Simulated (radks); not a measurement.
Ionisation of the cadmium ion Cd2+, [Kr] 4d10, to [Kr] 4d9 as the strength of local exchange is varied. Calculated with a radial shooting solver on a logarithmic mesh with Libxc functionals: scalar-relativistic Kohn-Sham, Slater X-alpha exchange (alpha = 2/3 is LDA exchange), no correlation, spin-polarised, spherical densities, finite nucleus; Fermi nuclear charge, rms radius 4.6087 fm.

alpha  E(Cd2+) (hartree)  exchange (hartree)  IE (eV)  -e of the level emptied (eV)  <r> of it (bohr)
0.667        -5584.07662          -144.25792   36.404                   29.122 (4d)             1.260
0.748        -5601.65919          -162.28249   38.220                   30.827 (4d)             1.241
0.794        -5611.66880          -172.56719   39.275                   31.821 (4d)             1.231
0.851        -5624.09657          -185.35997   40.607                   33.078 (4d)             1.218
0.886        -5631.74112          -193.24187   41.437                   33.864 (4d)             1.211
0.896        -5633.92715          -195.49757   41.676                   34.091 (4d)             1.209
0.958        -5647.49921          -209.51982   43.178                   35.515 (4d)             1.196

NIST Atomic Spectra Database: 37.47 eV (measured). The Delta-SCF value meets it near alpha = 0.71. Open shells are spherical and high-spin; term and fine-structure splittings are not resolved.
